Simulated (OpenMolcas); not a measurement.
## Ir3+ in a point-charge field

Ir3+ among 6 point charges of -1 e arranged as a tetragonal octahedron (D4h), 2.34 Å from the ion, with the axial distance 2.691 Å.

| Quantity | Value |
| --- | --- |
| Program | OpenMolcas |
| Method | SS-CASPT2, IPEA 0.25 Eh, imaginary shift 0.1 Eh (closed shells correlated: 5s 5p) |
| Basis | ANO-RCC-VDZP [7s6p4d2f] |
| Scalar Hamiltonian | DKH2, point nucleus |
| Active space | 6 electrons in 5 orbitals (5d) |
| State averaging | 2S+1 = 5 even, 5 roots; 2S+1 = 3 even, 45 roots; 2S+1 = 1 even, 50 roots |
| Spin-orbit coupling | state interaction with AMFI integrals over the reference wave functions |

The lowest spin-free states (labels of D4, the rotations of D4h), above the lowest:

```csv
State,Degeneracy,E (cm-1),Free-ion L (%)
5E,2,0,D (100)
5B2,1,1420,D (100)
5A1,1,1910,D (100)
5B1,1,4910,D (100)
3E,2,15620,H (75)
3B2,1,16630,H (72)
3A2,1,16790,H (78)
3E,2,17300,H (89)
3A2,1,17410,H (66)
3E,2,17870,H (66)
3E,2,18420,P (56)
3B1,1,18790,H (80)
3A1,1,18940,H (97)
3A2,1,19120,P (67)
3B2,1,19230,F (37)
3B1,1,20240,F (80)
3E,2,20440,F (64)
3E,2,20490,G (35)
3E,2,21010,G (57)
3B2,1,21360,F (53)
```

The lowest levels with spin-orbit coupling:

```
E (cm-1)  Degeneracy  Label      2S+1               g
       0           1     B2  5 (84 %)                
      29           1     A1  5 (82 %)                
      33           2      E  5 (83 %)  0.00 0.00 2.46
     110           1     B1  5 (81 %)                
     470           2      E  5 (84 %)  0.00 0.00 8.64
    1700           1     A1  5 (80 %)                
    1760           1     A2  5 (81 %)                
    5560           2      E  5 (76 %)  0.00 0.00 4.38
    5850           1     B2  5 (61 %)                
    6040           1     A2         5                
    6580           1     B1  5 (67 %)                
    6630           2      E  5 (89 %)  0.00 0.00 4.84
    7330           1     B2         5                
    7360           1     A1  5 (65 %)                
    8410           2      E  5 (82 %)  0.00 0.00 0.04
    9420           1     B1  5 (83 %)                
   10460           2      E  5 (80 %)  0.00 0.00 0.87
   11130           1     A1  5 (75 %)                
   11780           1     A2  5 (81 %)                
   15180           1     A1  3 (65 %)
```

Powder χT (cm3 K/mol): 0.288 at 2 K, 1.5 at 10 K, 4.24 at 50 K, 4.63 at 100 K, 4.85 at 200 K, 4.95 at 300 K. The effective moment at 300 K is 2.828 √(χT) = 6.29 μB.

Spin-orbit coupling mixes the spin-free states strongly: the lowest level takes only 58 % from its leading state, 5E. An orbital doublet at a regular site is open to a Jahn-Teller distortion, which this geometry leaves out. Point charges give a weaker field than real ligands, and real ions of this kind are as a rule low spin; the high spin found here belongs to the model. The ground term spreads over less than 5000 cm-1, several times less than with real ligands, so orbital moments are less quenched and χT lies further from the spin-only value than at real sites. Free-ion shares, where given, are those of the reference states; single-state CASPT2 does not remix them. This is an electrostatic model: the charges have no orbitals. No measured value stands beside these numbers.

With an even number of electrons the g values are those of a degenerate or nearly degenerate non-Kramers pair.
